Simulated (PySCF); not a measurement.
Computed structure and properties of [Tm(H2O)3]3+

System: [Tm(H2O)3]3+ (singlet in the valence; each metal's 4f electrons, 12 of them, lie in its core potential, out of spins and levels); start: displaced along the imaginary mode (D3). Method: PySCF 2.14.0, RKS PBE0, Tm lcecp-1-SVP with ECP58, O def2-SVP, H def2-SVP; non-relativistic Hamiltonian with scalar-relativistic core potentials where named; density fitting; no spin-orbit coupling.

Input of the relaxation:

```python
mol = gto.M(atom='''
Tm    -0.00000     0.00000    -0.00000
O      2.22021     0.00001    -0.00000
H      2.83833     0.25001     0.77209
H      2.83833    -0.24999    -0.77209
O     -1.11012     1.92276     0.00000
H     -1.63568     2.33306     0.77209
H     -1.20267     2.58306    -0.77209
O     -1.11010    -1.92277    -0.00000
H     -1.20265    -2.58307     0.77209
H     -1.63566    -2.33308    -0.77209''',
    basis={'Tm': 'lcecp-1-SVP', 'O': 'def2-SVP', 'H': 'def2-SVP'},
    ecp={'Tm': 'lcecp-1-SVP'},
    charge=3, spin=0)
mf = dft.RKS(mol, xc='PBE0')
mf.grids.atom_grid = (50, 194)  # f atoms: unpruned, at least (60, 302)
mf = mf.density_fit()  # fitting sets: Tm AutoAux, O def2-universal-JKFIT, H def2-universal-JKFIT
mf.conv_tol = 1e-08; mf.max_cycle = 55
mf.kernel(dm0)  # dm0: converged density of the start geometry
# quasi-Newton relaxation in Cartesian coordinates to a largest gradient under 0.00045 Eh/bohr, steps kept in the point group
```

Run from Python with OMP_NUM_THREADS=2; the lines above give its settings. Where DIIS fails, smearing, a level shift and second-order steps follow.
It took 83 s on 2 threads of Arm Neoverse V2, on a shared host, from the converged density of the start.

Course of the relaxation:

```json
{"step": "0", "energy above end (eV)": "0.2507", "largest force component within the symmetry (eV/Å)": "1.158"}
{"step": "1", "energy above end (eV)": "0.1022", "largest force component within the symmetry (eV/Å)": "0.138"}
{"step": "2", "energy above end (eV)": "0.0949", "largest force component within the symmetry (eV/Å)": "0.047"}
{"step": "3", "energy above end (eV)": "0.0889", "largest force component within the symmetry (eV/Å)": "0.176"}
{"step": "4", "energy above end (eV)": "0.0845", "largest force component within the symmetry (eV/Å)": "0.291"}
{"step": "5", "energy above end (eV)": "0.0766", "largest force component within the symmetry (eV/Å)": "0.304"}
{"step": "6", "energy above end (eV)": "0.0556", "largest force component within the symmetry (eV/Å)": "0.141"}
{"step": "7", "energy above end (eV)": "0.0466", "largest force component within the symmetry (eV/Å)": "0.381"}
{"step": "15", "energy above end (eV)": "0.0007", "largest force component within the symmetry (eV/Å)": "0.009"}
{"step": "16", "energy above end (eV)": "0.0006", "largest force component within the symmetry (eV/Å)": "0.072"}
{"step": "17", "energy above end (eV)": "0.0004", "largest force component within the symmetry (eV/Å)": "0.024"}
{"step": "18", "energy above end (eV)": "0.0003", "largest force component within the symmetry (eV/Å)": "0.018"}
{"step": "19", "energy above end (eV)": "0.0001", "largest force component within the symmetry (eV/Å)": "0.021"}
{"step": "20", "energy above end (eV)": "0.0000", "largest force component within the symmetry (eV/Å)": "0.007"}
```
(The steps between are left out.)

Relaxed geometry (D3):

```xyz
10

Tm    0.0000    0.0000    0.0000
O     2.2090    0.0000    0.0000
H     2.8262    0.7308    0.2533
H     2.8262   -0.7307   -0.2533
O    -1.1045    1.9130    0.0000
H    -2.0459    2.0822    0.2533
H    -0.7802    2.8129   -0.2533
O    -1.1045   -1.9130    0.0000
H    -0.7802   -2.8129    0.2533
H    -2.0459   -2.0822   -0.2533
```

| contact | Å |
| --- | --- |
| Tm1–O2 (H2O) | 2.209 |
| Tm1–O5 (H2O) | 2.209 |
| Tm1–O8 (H2O) | 2.209 |

On the finer grid (75, 302):

```
HOMO                                                          : -25.57 eV
LUMO                                                          : -17.26 eV
Dipole about the centre of mass                               : 0.00 D
Set of Mulliken populations of Tm1 outside the core potential : s 2.15, p 6.17, d 0.69, f 0.04
D3(BJ) dispersion energy (not in the energies)                : -0.118 eV
```

```json
{"atom": "Tm1", "Mulliken (e)": "1.94", "Löwdin (e)": "1.59", "spin (e)": "0.00"}
{"atom": "O2", "Mulliken (e)": "-0.33", "Löwdin (e)": "0.04", "spin (e)": "0.00"}
{"atom": "H3", "Mulliken (e)": "0.34", "Löwdin (e)": "0.22", "spin (e)": "0.00"}
{"atom": "H4", "Mulliken (e)": "0.34", "Löwdin (e)": "0.22", "spin (e)": "0.00"}
{"atom": "O5", "Mulliken (e)": "-0.33", "Löwdin (e)": "0.04", "spin (e)": "0.00"}
{"atom": "H6", "Mulliken (e)": "0.34", "Löwdin (e)": "0.22", "spin (e)": "0.00"}
{"atom": "H7", "Mulliken (e)": "0.34", "Löwdin (e)": "0.22", "spin (e)": "0.00"}
{"atom": "O8", "Mulliken (e)": "-0.33", "Löwdin (e)": "0.04", "spin (e)": "0.00"}
{"atom": "H9", "Mulliken (e)": "0.34", "Löwdin (e)": "0.22", "spin (e)": "0.00"}
{"atom": "H10", "Mulliken (e)": "0.34", "Löwdin (e)": "0.22", "spin (e)": "0.00"}
```

The 4f levels lie in the core potential and are missing. Their spin isn't counted.

On the grid (50, 194), as all that follows. Harmonic modes: a minimum within the noise of the softest modes; lowest -20 cm⁻¹ (negative: unstable), highest 3586 cm⁻¹, zero-point energy 1.998 eV.

Taking off one H2O (charge 0, singlet; the rest: singlet) in vacuum, both parts rigid, costs 4.02 eV; the small basis without counterpoise inflates it. Parting with an electron moved from the ligand to the metal can be far cheaper, even downhill.

Rigid scan of H2O along the line from its metal:

distance to O2 (Å), energy (eV) and a bar:
```
     1.91      0.776 ##############################
     2.01      0.293 ###########
     2.11      0.063 ##
     2.21      0.000 
     2.31      0.047 ##
     2.41      0.164 ######
     2.61      0.505 ####################
```

One start shape was tried, so this needn't be the lowest isomer.

An lcecp potential fixes the number of 4f electrons, so in runs with it no electron can move into or out of that shell.
